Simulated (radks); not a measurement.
Results of a calculation; reference values are marked as such.
Q: Radial electron density D(r) = 4 pi r^2 rho(r) of an atom or ion with 20 electrons. Level of theory: scalar-relativistic Kohn-Sham, LDA (Slater exchange, VWN5 correlation), spin-polarised, spherical densities, finite nucleus; Fermi nuclear charge, rms radius of each element as measured or else 0.836 A^(1/3) + 0.57 fm (a radial shooting solver on a logarithmic mesh with Libxc functionals).

```
   r/bohr * D(r) (the largest magnitude, 83.1, reaches the edge; | marks zero)
  0.00186 |  *
 0.002327 |    *
 0.002888 |      *
 0.003585 |         *
 0.004485 |            *
 0.005566 |                 *
 0.006963 |                      *
 0.008642 |                            *
  0.01073 |                                  *
  0.01342 |                                        *
  0.01665 |                                           *
  0.02083 |                                            *
  0.02586 |                                          *
  0.03209 |                                       *
  0.04015 |                                      *
  0.04983 |                                          *
  0.06234 |                                                 *
  0.07737 |                                                      *
  0.09603 |                                                   *
   0.1201 |                                        *
   0.1491 |                            *
   0.1865 |                        *
   0.2315 |                           *
   0.2873 |                          *
   0.3595 |                 *
   0.4461 |      *
   0.5582 | *
   0.6927 *
   0.8597 *
```

What is the nuclear charge?

A: Z = 52. The innermost maximum, from 1s, lies near gamma/Z bohr with gamma = sqrt(1 - (Z/c)^2) = 0.925, here 0.0178 bohr (found: 0.0195), and its height grows with Z. The density is that of the tellurium ion Te32+ in [Ar] 3d2; the configuration itself is not fixed sharply by these data, and Z only to a few units. D(r) has 3 maxima, at r = 0.0195, 0.0818, 0.255 bohr, and minima at 0.0380, 0.181 bohr, inside which lie 1.99, 10.76 electrons.
